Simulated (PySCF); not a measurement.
## Frontier levels across methods

Compound: C5H6O2.
Z-matrix (Å and degrees, PBE0-D3(BJ)/def2-SVP geometry), rows numbered from 1:
```
C 
C   1  1.3294
O   2  1.3673  1  120.46
C   3  1.3563  2  118.38  1   179.10
O   4  1.2018  3  123.74  2     0.59
C   4  1.4781  3  110.16  2  -179.34
C   6  1.3346  4  120.34  3  -179.55
H   1  1.0920  2  121.37  3     0.01
H   1  1.0902  2  119.59  3  -179.94
H   2  1.0926  1  125.13  3   179.90
H   6  1.0926  4  116.95  3     0.47
H   7  1.0940  6  119.86  4     0.02
H   7  1.0922  6  121.64  4  -179.95
```

Basis pcSseg-1 throughout (PySCF), one geometry. Geometry: PBE0-D3(BJ)/def2-SVP, one conformer, isolated molecule.

Problem. How do the orbital energies, the gap and the dipole change with the method?

Solution. 
| method | kind | HOMO (eV) | LUMO (eV) | gap (eV) | μ (D) | SCF cycles |
| --- | --- | --- | --- | --- | --- | --- |
| B97-D | GGA | -6.19 | -2.56 | 3.63 | 1.57 | 17 |
| PBE | GGA | -6.25 | -2.65 | 3.59 | 1.54 | 17 |
| LDA | LDA | -6.47 | -2.91 | 3.56 | 1.57 | 16 |
| PBE0 | global hybrid | -7.37 | -1.73 | 5.65 | 1.62 | 14 |
| mPW1PW91 | global hybrid | -7.40 | -1.75 | 5.66 | 1.63 | 14 |
| BHandHLYP | global hybrid | -8.35 | -0.61 | 7.74 | 1.72 | 14 |
| wB97X-D | range-separated hybrid | -9.22 | 0.05 | 9.27 | 1.65 | 14 |
| HF | Hartree–Fock | -9.84 | 2.18 | 12.01 | 1.88 | 12 |

The HOMO spans 3.65 eV, from B97-D down to HF, and the gap runs from 3.56 eV (LDA) to 12.01 eV (HF). Over the methods B97-D (0 %), PBE (0 %), LDA (0 %), PBE0 (25 %), mPW1PW91 (25 %), BHandHLYP (50 %), HF (100 %), a straight line through the gap against the share of exact exchange rises by 0.84 eV for each 10 % (correlation coefficient 1.000). The dipole ranges from 1.54 D (PBE) to 1.88 D (HF). This basis has no diffuse functions.

The vertical ΔSCF ionisation energy at wB97X-D/def2-SVPD is 9.55 eV; −ε(HOMO) comes closest to it with HF (9.84 eV).
